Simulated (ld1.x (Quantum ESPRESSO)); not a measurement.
# Which change was made? (Fe, TM)

iron, norm-conserving Troullier–Martins (Kleinman–Bylander form), made with ld1.x (Quantum ESPRESSO) 7.5 (PBE, fully relativistic). Core [Ne] 3s2, reference 3p6 3d7 4s1 4p0. Waves: 4s (bound): rc 2.10 bohr; 3p (bound): rc 1.35 bohr; 3d (bound): rc 1.15 bohr. Local part: all-electron potential smoothed inside 0.85 bohr (lloc = -1). Core correction: Bessel-smoothed model core inside 0.75 bohr.

Open shells are filled in proportion to 2j + 1 (rel_dist='average').

Cutoffs, loose and tight: the cutoffs (Ry, on a coarse ladder) from which the occupation-weighted sum of valence levels, in a spherical-Bessel basis at the reference potential, stays within 10 and 1 mRy of its value at 400 Ry. They do not see the model core or the augmentation charge, which bear on the density cutoff. Test errors are all-electron minus pseudo excitation energies from the reference, over the configurations 3p6 3d6 4s2 4p0; 3p6 3d6 4s1 4p0; 3p6 3d6 4s0 4p0; 3p6 3d6 4s1.5 4p0; 3p6 3d6 4s0 4p1; 3p6 3d5 4s2 4p0; 3p6 3d5 4s2 4p1; variants that change the core or the reference have their own tests. The largest error is taken over the tests solved by every variant that gives reliable tests at all, those not shown here included: 3p6 3d6 4s0 4p0; 3p6 3d6 4s0 4p1; 3p6 3d6 4s1 4p0; 3p6 3d6 4s1.5 4p0; 3p6 3d6 4s2 4p0.

The base gives: outcome: generated; cutoff, loose: 160 Ry; cutoff, tight: 230 Ry; bound ghosts: s; largest test error (meV): -43.

Problem. After one change the result is: outcome: generated; cutoff, loose: 100 Ry; cutoff, tight: 160 Ry; bound ghosts: s; largest test error (meV): -123. Which change was it?
A. all radii but the core radius scaled by about 1.24 (s 2.60, p 1.68, d 1.42 bohr); local potential all-electron potential smoothed inside 1.06 bohr (lloc = -1)
B. all radii but the core radius scaled by about 0.77 (s 1.62, p 1.04, d 0.88 bohr); local potential all-electron potential smoothed inside 0.66 bohr (lloc = -1)
C. all radii but the core radius scaled by about 1.40 (s 2.94, p 1.90, d 1.62 bohr); local potential all-electron potential smoothed inside 1.20 bohr (lloc = -1)

Solution. C. The others give: all radii but the core radius scaled by about 1.24 (s 2.60, p 1.68, d 1.42 bohr); local potential all-electron potential smoothed inside 1.06 bohr (lloc = -1) → outcome: generated; cutoff, loose: 120 Ry; cutoff, tight: 180 Ry; bound ghosts: s; largest test error (meV): -76 | all radii but the core radius scaled by about 0.77 (s 1.62, p 1.04, d 0.88 bohr); local potential all-electron potential smoothed inside 0.66 bohr (lloc = -1) → outcome: generated; cutoff, loose: 230 Ry; cutoff, tight: 300 Ry; bound ghosts: s; largest test error (meV): +32.
